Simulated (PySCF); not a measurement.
## A scan of CaN with bad points

M06; basis Ca pcseg-1, N pcseg-1; no relativity; PySCF 2.14; quartet, unpaired electrons σ ↑, π ↑↑ requested.

```csv
R (Å),E (eV),⟨S²⟩,⟨Lz²⟩,μ (D)
1.941,0.647,3.76,0.00,-3.16
2.031,0.285,3.76,0.00,-3.46
2.122,0.088,3.76,0.00,-3.71
2.189,0.019,3.76,0.00,-3.86
2.257,0.000,3.76,0.00,-3.98
2.325,0.018,3.77,0.00,-4.07
2.415,0.080,3.78,0.00,-3.76
2.528,0.083,3.77,0.00,-2.93
2.663,0.184,3.78,0.00,-2.84
2.844,0.332,3.78,0.00,-2.65
```

The run flagged 2.415 Å: there the SCF missed its convergence threshold, so the fit leaves that out.
